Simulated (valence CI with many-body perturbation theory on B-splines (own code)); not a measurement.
Basis-set convergence for Sb¹⁹⁺

Calculated by valence CI with perturbative core correlation (CI+MBPT): four valence electrons over a frozen Dirac-Fock core [Ar] 3d10, a basis of 9 s, 9 p, 8 d, 6 f, 3 g, 1 h functions for each j, with the one-electron correlation potential Σ1 (screened to all orders), the two-electron term Σ2, the three-electron term Σ3, Breit, model QED; selected single and double excitations, second order for the rest, scaled by the run's own slope (own B-spline code, finite nucleus).

No measured spectrum was set against this ion. As an estimate, levels hold to about 250 cm⁻¹ or 0.2 % of their energy and the worst to 1 %, as in measured heavy ions of charge 2 to 7; those with d or f electrons hold less well.

The reference run has the lowest level (4s^2 4p1/2^2) J=0 and an ionisation energy of 553.004 eV. Its largest variational space holds 19996 state functions.

Levels are named by their leading jj configuration (3d3/2^4 stands for four electrons in 3d with j = 3/2), which in mixed levels can hold well under half, so a name can repeat and another be missing. Letters in brackets count levels of one name in rising energy.

Changed runs:
A. basis 6 s, 6 p, 5 d, 3 f, 1 g
B. basis 5 s, 5 p, 4 d, 2 f

Excitation energies of the reference run in cm⁻¹, and shifts in cm⁻¹:

```tsv
Level	Reference	A	B
(4s^2 4p1/2 4p3/2) J=1	77592	-60	-181
(4s^2 4p1/2 4p3/2) J=2	95021	+18	+112
(4s^2 4p3/2^2) J=2	186339	-0.8	+86
(4s^2 4p3/2^2) J=0	229543	+115	+527
(4s 4p1/2^2 4p3/2) J=2	414943	-209	-647
(4s 4p1/2^2 4p3/2) J=1	482032	-2.4	+98
(4s 4p1/2 4p3/2^2) J=2 [a]	504155	-94	-210
(4s 4p1/2 4p3/2^2) J=3	530672	-60	-88
(4s 4p1/2 4p3/2^2) J=0	568145	+29	+257
(4s 4p1/2 4p3/2^2) J=1 [a]	579405	+11	+186
(4s 4p1/2 4p3/2^2) J=2 [b]	585833	-4.8	+100
(4s 4p1/2 4p3/2^2) J=1 [b]	629255	+135	+582
Ionisation energy (eV)	553.004	-0.030	-0.096
```
